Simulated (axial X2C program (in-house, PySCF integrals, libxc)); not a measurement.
# Potential curves of MoSe⁻, spin-free

Calculated with an axial X2C code built on PySCF integrals. Spin-free means the one-electron spin-free X2C Hamiltonian. Basis: Mo dyall-acv3z [12s13p10d5f3g], Se dyall-acv3z [9s10p7d5f1g] (cores contracted in-house); Gaussian nuclei, density fitting, unrestricted open shells. Masses: Mo 97.905 u, Se 79.917 u.

State: M_S = 5/2, Λ = 0 (beyond evenly filled blocks: σα, π+α, π-α, δ+α, δ-α). Energies in eV from the fragments at the same level (Mo + Se-). Fits are polynomials in 1 − R0/R over 0.85 to 1.23 times the lowest point R0.

```json
{"R (Å)": "2.0488", "PBE0": "-1.7042", "TPSS": "-2.0731"}
{"R (Å)": "2.1431", "PBE0": "-2.3056", "TPSS": "-2.6737"}
{"R (Å)": "2.2137", "PBE0": "-2.5583", "TPSS": "-2.9261"}
{"R (Å)": "2.2843", "PBE0": "-2.6863", "TPSS": "-3.0542"}
{"R (Å)": "2.3550", "PBE0": "-2.7206", "TPSS": "-3.0888"}
{"R (Å)": "2.4374", "PBE0": "-2.6738", "TPSS": "-3.0423"}
{"R (Å)": "2.5198", "PBE0": "-2.5621", "TPSS": "-2.9304"}
{"R (Å)": "2.6258", "PBE0": "-2.3594", "TPSS": "-2.7249"}
{"R (Å)": "2.7553", "PBE0": "-2.0691", "TPSS": "-2.4253"}
{"R (Å)": "2.9438", "PBE0": "-1.6436", "TPSS": "-1.9694"}
```

One determinant describes the state; a PBE0 search over occupations chose it and may have missed a lower one. De is counted from the lowest determinant-based energies of the atoms at the same level, without counterpoise correction. PBE0 can misorder states that lie within some tenths of an eV, so this need not be the ground state of the molecule. The nearest other spin-free determinant of the search, M_S = 3/2, Λ = 1, lies 0.77 eV up at the distance of the search. The highest occupied level of some functionals is positive through self-interaction error; at Hartree–Fock it is bound. The determinant is spin-polarised beyond a pure state at some levels (its spin-free form has ⟨S²⟩ too high), which makes Re and μ there less reliable. Spin-free De lacks the spin–orbit lowering of the heavy p-block atom, a tenth of an eV or more for 4p and 5p, up to an eV for 6p and one to two eV for 7p atoms, less what an open-shell molecule gains itself.

(1) What are Re, ωe and De at the PBE0 level?

(2) What are Re, ωe and De at the TPSS level?

## Answers

(1) At PBE0, spin-free: Re = 2.351 Å, ωe ≈ 296 cm⁻¹, De = 2.72 eV to Mo + Se-; Be follows as 0.0693 cm⁻¹.

(2) At TPSS, spin-free: Re = 2.351 Å, ωe ≈ 295 cm⁻¹, De = 3.09 eV to Mo + Se-; Be follows as 0.0693 cm⁻¹.
